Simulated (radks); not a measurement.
Values are calculated unless marked as measured or tabulated.
Q: Au I, 79 electrons, occupied as [Xe] 4f14 5d10 6s1 (the NIST ground configuration). Level of theory: scalar-relativistic Kohn-Sham, exchange-only PBE, spin-polarised, spherical densities, finite nucleus; open shells are filled with parallel spins first (spin-orbit coupling, left out, can overturn this in heavy ions); Fermi nuclear charge, rms radius 5.4371 fm (a radial shooting solver on a logarithmic mesh with Libxc functionals). Some entries of the table are withheld. Estimate them.

orbital  occ.  eigenvalue (hartree)  <1/r> (bohr^-1)
1s up       1             -2967.220            95.70
1s down     1             -2967.219            95.70
2s down     1             -523.5479            22.44
2s up       1             -523.5478            22.44
2p up       3             -452.7637            19.97
2p down     3             -452.7637            19.97
3s up       1             -123.5385            8.321
3s down     1             -123.5383            8.321
3p up       3             -102.9968            7.592
3p down     3             -102.9966            7.592
3d up       5             -81.01208            7.145
3d down     5             -81.01202            7.146
4s up       1             -26.77602            3.566
4s down     1             -26.77579            3.566
4p up       3             -20.03770            3.221
4p down     3             -20.03738            3.221
4d up       5             -11.93655            2.886
4d down     5             -11.93615            2.886
5s down     1              -3.94525            1.460
5s up       1              -3.94475            1.460
4f up       7              -2.94298            2.462
4f down     7              -2.94260            2.462
5p up       3              -2.16142            1.237
5p down     3              -2.16105            1.238
5d up       5                   (1)           0.8159
5d down     5                   (2)           0.8277
6s up       1              -0.20137           0.4350
6s down     0              -0.17102           0.4328

A: 
(1) 5d up eigenvalue (hartree): -0.22383
(2) 5d down eigenvalue (hartree): -0.21192
